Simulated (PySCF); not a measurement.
The group X on SiH2Cl-X is varied. Gas-phase values, no solvent. One relaxed conformer stands for each flexible species; it need not be the lowest. Strings in code marks are SMILES.

The S1–T1 gap (TDA) from two functionals at the same geometries (PBE0-D4/def2-TZVP), both in PySCF: PBE-D3(BJ)/def2-TZVP and B3LYP-D3(BJ)/def2-TZVP. B3LYP has the VWN-RPA correlation part, as in Gaussian. Excitations are Tamm–Dancoff values on a coarser integration grid. The basis has no diffuse functions, so Rydberg states are missing or too high.

```tsv
species	PBE-D3(BJ)/def2-TZVP (eV)
X = methyl (`[SiH2](C)Cl`)	0.38
X = isopropyl	0.30
X = mercapto (`S[SiH2]Cl` (H–S–Si–Cl torsion 70°))	0.46
X = ethynyl (`C#C[SiH2]Cl`)	0.77
X = borono (`B(O)([SiH2]Cl)O`)	0.70
X = carbamoyl (`NC(=O)[SiH2]Cl` (O–C–Si–Cl torsion 180°))	0.67
```

**Question.** What does B3LYP-D3(BJ)/def2-TZVP give for each?

**Answer.** 
- X = methyl (`[SiH2](C)Cl`): 0.41
- X = isopropyl: 0.31
- X = mercapto (`S[SiH2]Cl` (H–S–Si–Cl torsion 70°)): 0.48
- X = ethynyl (`C#C[SiH2]Cl`): 0.90
- X = borono (`B(O)([SiH2]Cl)O`): 0.86
- X = carbamoyl (`NC(=O)[SiH2]Cl` (O–C–Si–Cl torsion 180°)): 0.66
Over these rows, drawn at random from the members with no instability flagged (it was tested for open shells, ions and some series alone), PBE minus B3LYP-D3(BJ): mean -0.06 eV, from -0.16 eV to +0.01 eV.
